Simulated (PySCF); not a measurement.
Species: C5H9NSi.
SMILES with atom numbers: `[CH2:1]=[CH:2][Si@H:3]([NH2:4])[CH:5]1[CH:6]=[CH:7]1` (hydrogens: H8, H9 on C1; H10 on C2; H11 on Si3; H12, H13 on N4; H14 on C5; H15 on C6; H16 on C7)

Structure used (GFN2-xTB), in Å, numbered top down from 1:
```
atom  x, y, z in Å
C1    -2.0460    0.5869    1.1255
C2    -1.4152    0.7198   -0.0290
Si3   -0.2704   -0.5569   -0.8036
N4    -0.4276   -2.0210    0.1003
C5     1.5310   -0.0155   -0.6345
C6     1.9133    1.4367   -0.4608
C7     2.0287    0.7057    0.5992
H8    -1.9484   -0.3082    1.7174
H9    -2.6846    1.3563    1.5348
H10   -1.5470    1.6433   -0.5800
H11   -0.6067   -0.6700   -2.2403
H12    0.2733   -2.7343   -0.0198
H13   -1.3381   -2.4464    0.1686
H14    2.2625   -0.6405   -1.1524
H15    1.9955    2.3691   -0.9619
H16    2.2720    0.5840    1.6249
```

Theory: TDDFT CAM-B3LYP/def2-SVPD, vertical, gas phase, core orbitals frozen in the response in PySCF 2.14.0, density-fitted response routines.

Ground-to-excited transition dipoles (e·a0, same axes as the geometry; the sign carries no meaning), for the states with f of 0.002 or more among the lowest 7:

```
state  E (eV)      μx      μy      μz
   S1   5.522  -0.072  -0.277   0.417
   S2   6.187   0.434  -0.089  -0.176
   S3   6.374   0.111   0.071   0.158
   S4   6.412   0.203   0.017  -0.108
   S5   6.472   0.048  -0.018  -0.147
   S6   6.793  -0.087  -0.080  -0.211
   S7   6.919   0.374   0.067   0.020
```

Q: What oscillator strength does each state have?

A: f = (2/3) ΔE |μ|² with ΔE in hartree (27.2114 eV).

```json
{"state": "S1", "|μ|² (au)": "0.256", "|μ| (D)": "1.28", "f": "0.035"}
{"state": "S2", "|μ|² (au)": "0.227", "|μ| (D)": "1.21", "f": "0.034"}
{"state": "S3", "|μ|² (au)": "0.042", "|μ| (D)": "0.52", "f": "0.007"}
{"state": "S4", "|μ|² (au)": "0.053", "|μ| (D)": "0.59", "f": "0.008"}
{"state": "S5", "|μ|² (au)": "0.024", "|μ| (D)": "0.40", "f": "0.004"}
{"state": "S6", "|μ|² (au)": "0.058", "|μ| (D)": "0.61", "f": "0.010"}
{"state": "S7", "|μ|² (au)": "0.145", "|μ| (D)": "0.97", "f": "0.025"}
```

Q: Which bond between heavy atoms lies closest to the direction of the S1 transition dipole?

A: C6–C7, at 13° from it; next Si3–N4 at 25°.

Q: What angle do the transition dipoles of S1 and S2 make?

A: |cos θ| = |μa·μb| / (|μa| |μb|) = 0.33, so θ ≈ 71° (taken between 0 and 90°, since the signs are arbitrary).

Time: 85 s wall, 75 s CPU. Hardware: an Arm Neoverse N1 with one thread, shared host.

One conformer stands for the species.
